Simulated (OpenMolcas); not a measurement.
**Nb: effect of the active space**

```
Program             : OpenMolcas
Method              : CASSCF
Basis               : ANO-RCC-VQZP
Scalar Hamiltonian  : DKH2, point nucleus
Spin-orbit coupling : state interaction with AMFI integrals over the reference wave functions, term energies averaged over their components
```

A. 5 electrons in 6 orbitals (4d 5s); 2S+1 = 6 even, 6 roots; 2S+1 = 4 even, 69 roots kept (CI in the orbitals of an earlier block); 2S+1 = 2 even, 98 roots kept (CI in the orbitals of an earlier block); cost about 2.1 core-minutes
B. 5 electrons in 11 orbitals (4d 5s 5d); 2S+1 = 6 even, 6 roots; 2S+1 = 4 even, 50 roots kept (CI in the orbitals of an earlier block, 47 in the spin-orbit step); 2S+1 = 2 even, 44 roots kept (CI in the orbitals of an earlier block, 35 in the spin-orbit step); cost about 8 core-minutes

Energies in cm⁻¹ above 4d⁴ 5s ⁶D_1/2, the measured ground level; measured values from NIST Handbook of Basic Atomic Spectroscopic Data.

```json
{"Level": "4d⁴ 5s ⁶D_1/2", "A": "0.0", "B": "0.0", "Measured": "0.0"}
{"Level": "4d⁴ 5s ⁶D_3/2", "A": "143", "B": "141", "Measured": "154"}
{"Level": "4d⁴ 5s ⁶D_5/2", "A": "370", "B": "371", "Measured": "392"}
{"Level": "4d⁴ 5s ⁶D_7/2", "A": "670", "B": "682", "Measured": "695"}
{"Level": "4d⁴ 5s ⁶D_9/2", "A": "1032", "B": "1069", "Measured": "1050"}
{"Level": "4d³ 5s² ⁴F_3/2", "A": "9778", "B": "5969", "Measured": "1143"}
{"Level": "4d³ 5s² ⁴F_5/2", "A": "10078", "B": "6390", "Measured": "1587"}
{"Level": "4d³ 5s² ⁴F_7/2", "A": "10465", "B": "6945", "Measured": "2154"}
{"Level": "4d³ 5s² ⁴F_9/2", "A": "10909", "B": "7602", "Measured": "2805"}
{"Level": "4d⁴ 5s ⁴D_1/2(1)", "A": "14278", "B": "12780", "Measured": ""}
{"Level": "4d⁴ 5s ⁴D_3/2(1)", "A": "14514", "B": "13014", "Measured": ""}
{"Level": "4d⁴ 5s ⁴D_5/2(1)", "A": "14843", "B": "13354", "Measured": ""}
{"Level": "4d⁴ 5s ⁴H_7/2", "A": "14977", "B": "14229", "Measured": ""}
{"Level": "4d⁴ 5s ⁴H_9/2", "A": "15111", "B": "14344", "Measured": ""}
{"Level": "4d⁴ 5s ⁴D_7/2(1)", "A": "15257", "B": "13802", "Measured": ""}
{"Level": "4d⁴ 5s ⁴H_11/2", "A": "15291", "B": "14535", "Measured": ""}
{"Level": "4d⁴ 5s ⁴H_13/2", "A": "15524", "B": "14829", "Measured": ""}
{"Level": "4d⁵ ⁶S_5/2", "A": "16499", "B": "11819", "Measured": ""}
{"Level": "4d⁴ 5s ⁴G_5/2", "A": "17176", "B": "15732", "Measured": ""}
{"Level": "4d⁴ 5s ⁴G_7/2", "A": "17329", "B": "15944", "Measured": ""}
{"Level": "4d⁴ 5s ⁴G_9/2 [74 %]", "A": "17563", "B": "16177", "Measured": ""}
{"Level": "4d⁴ 5s ⁴G_11/2", "A": "17862", "B": "16489", "Measured": ""}
{"Level": "4d³ 5s² ²G_7/2", "A": "18473", "B": "15469", "Measured": ""}
{"Level": "4d³ 5s² ²G_9/2", "A": "18713", "B": "15936", "Measured": ""}
```

Deviations, from unrounded energies. A percentage is the sum of absolute deviations over the sum of measured energies, with the sign that they share, or ± where signs differ.

| Against measurement | Levels | A | B |
| --- | --- | --- | --- |
| mean absolute deviation (cm-1) | 8 | 4200 | 2400 |
| fine structure of the ground term (%) | 4 | -3.3 | ±2.9 |
| other configurations (%) | 4 | +436.2 | +249.9 |

B lies closest to measurement on these levels. The largest miss of B in the table is 4d³ 5s² ⁴F_3/2, by +4800 cm-1. The ranking rests on the paired levels alone, and a cruder setting can come out closer through cancelling errors.

The spin-orbit steps hold different terms of 4d⁴ 5s (B lacks among others a ²D, a ²F, ²G, ²H, ²I), which shifts levels as well.

Between A and B the level of the table that moves most is 4d⁵ ⁶S_5/2, by 4700 cm-1 (lowest in B, highest in A).

Without dynamic correlation excited terms often stand tens of per cent too high (terms of higher spin than the ground term too low), and those without a measured partner can miss by more than the paired ones. Terms from blocks run as CI alone lack orbitals of their own. Configurations are named by rounded mean occupations; where the s occupation lies near a half they are strongly mixed, a name can repeat and a true partner stay unpaired (holds for A). A single d shell beside an s shell can misplace configurations of different d count against each other (holds for A). Some high roots are left out of the spin-orbit mixing, which shifts the levels that they would mix with (holds for B). Active for correlation alone: 5d; no level in the range computed is led by a configuration that fills it, so any true level of that kind is missing (holds for B). Computed and measured levels are paired by configuration, term and J; levels that our copy of the source lacks, or whose pairing is in doubt (as where it misses far off the trend of its configuration), stay unpaired and out of the deviations. Levels of configurations outside the active space are missing. Levels that lie high or do not pair safely by name in every column are left out.

A share in square brackets marks a mixed level and gives the weight of the term that names it, the lowest over the columns. A number in round brackets counts repeated terms of one configuration in the order of the reference energies.
